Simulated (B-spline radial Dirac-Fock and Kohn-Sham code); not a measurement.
**Isotope-shift constants of the inner levels of Os**

System: the Os atom, [Xe] 4f14 5d6 6s2.

The computed values come from a B-spline atomic structure program: first-order field-shift and mass-shift constants from Dirac-Fock ground and hole states with a Fermi nucleus; the mass shift has no relativistic recoil terms. A binding energy shifts by δE = F·δ⟨r²⟩ + (K_N + K_S)·δ(1/M); F is taken for a change of radius at fixed skin thickness and so holds the higher radial moments.

| level | F (meV/fm²) |
| --- | --- |
| K (1s) | -982.4 |
| L1 (2s) | -141.9 |
| L2 (2p1/2) | -2.351 |
| L3 (2p3/2) | 5.799 |
| M1 (3s) | -32.06 |
| M2 (3p1/2) | -0.4996 |
| M3 (3p3/2) | 1.633 |
| M4 (3d3/2) | 1.521 |
| M5 (3d5/2) | 1.445 |

The mass shift is not given and not included below: at this Z its relativistic corrections are large. It matters little for K lines but can be comparable with the field shift of L lines.

Field shifts alone in meV from A = 192 (mass 191.9615 u, rms radius 5.4126 fm); radii from Angeli and Marinova (2013).

```
  A  mass (u)  radius (fm)     Kα1     Kα2     Kβ1   Lα1
184  183.9525       5.3823  +323.2  +320.6  +321.9  -1.4
186  185.9538       5.3909  +231.7  +229.8  +230.7  -1.0
187  186.9557       5.3933  +206.1  +204.4  +205.2  -0.9
188  187.9558       5.3993  +142.1  +140.9  +141.5  -0.6
189  188.9581       5.4016  +117.6  +116.6  +117.1  -0.5
190  189.9584       5.4062       ?       ?       ?     ?
```

**Question.** What are the shifts for A = 190?

**Answer.** Kα1 +68.4 meV; Kα2 +67.9 meV; Kβ1 +68.1 meV; Lα1 -0.3 meV.
